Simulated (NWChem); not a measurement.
System: C4H5O2, doublet; SMILES CC(=O)C=[C]O

NWChem input:

```
start job
memory heap 200 mb stack 900 mb global 1100 mb
geometry units angstroms noautosym nocenter noautoz
  C      1.423868     0.632701     0.001793
  C     -0.041301     0.995007     0.000882
  O     -0.414809     2.147185    -0.000114
  C     -1.043712    -0.104445     0.000974
  C     -0.798113    -1.413404    -0.000169
  O      0.303707    -2.127004    -0.000224
  H      1.674848     0.021650     0.882135
  H      2.016186     1.555730     0.006195
  H      1.676996     0.028923    -0.882980
  H     -2.084667     0.228679     0.001221
  H      0.097331    -3.070379    -0.003521
end
basis spherical
  * library def2-svp
end
dft
  odft
  mult 2
  xc b3lyp
  iterations 150
  mulliken
end
task dft energy
esp
  recalculate
  probe 0.07
  range 0.3
  factor 1.0
  spacing 0.02
end
task esp
```

The geometry was optimised at PBE0/def2-SVP, spin-unrestricted. Not confirmed as a minimum by frequencies. No stability test was run on the SCF state.

Atomic charges in e: unrestrained fits to the electrostatic potential beside Mulliken populations; buried atoms are poorly determined by the fit.

Atoms are numbered as in the input.

### Question
What results follow from this input? (B3LYP/def2-SVP, spin-unrestricted.) Quantities: ESP C1; Mulliken C1; ESP C2; Mulliken C2; ESP O3; Mulliken O3; ESP C4; Mulliken C4; ESP C5; Mulliken C5; relative RMS misfit of the potential (%).

### Answer
* **ESP C1**: -0.13
* **Mulliken C1**: 0.05
* **ESP C2**: 0.67
* **Mulliken C2**: 0.01
* **ESP O3**: -0.53
* **Mulliken O3**: -0.20
* **ESP C4**: -0.37
* **Mulliken C4**: -0.08
* **ESP C5**: 0.05
* **Mulliken C5**: 0.03
* **relative RMS misfit of the potential (%)**: 22
